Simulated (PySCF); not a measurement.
CH2Cl, SMILES [CH2]Cl, multiplicity 2. Atoms are numbered in the order given.

```xyz
4

C      0.0000     0.0000     1.1120
Cl     0.0000     0.0000    -0.5825
H      0.0000     0.9539     1.6150
H      0.0000    -0.9539     1.6150
```
Charge 0, spin multiplicity 2.

The structure is a stationary point at r2SCAN-D4/def2-TZVP. The isomer is the one that the SMILES or the coordinates give; other isomers of the formula were not compared.

The numbers are results of ωB97X/def2-TZVPD run with PySCF, not measurements.

total energy: -499.45697 hartree
point group: C2v
α spin, highest occupied and lowest empty level: -8.68 and 2.08 eV
β spin, highest occupied and lowest empty level: -11.39 and 0.25 eV
dipole moment: 1.13 D
quadrupole, principal values (traceless, Buckingham form, about the centre of nuclear charge): -2.64, 0.44, 2.20 D·Å
mean static polarisability: 28.4 bohr³ (4.20 Å³)
polarisability, principal values: 24.0, 25.2, 35.8 bohr³
⟨S²⟩: 0.756 (pure state 0.75)
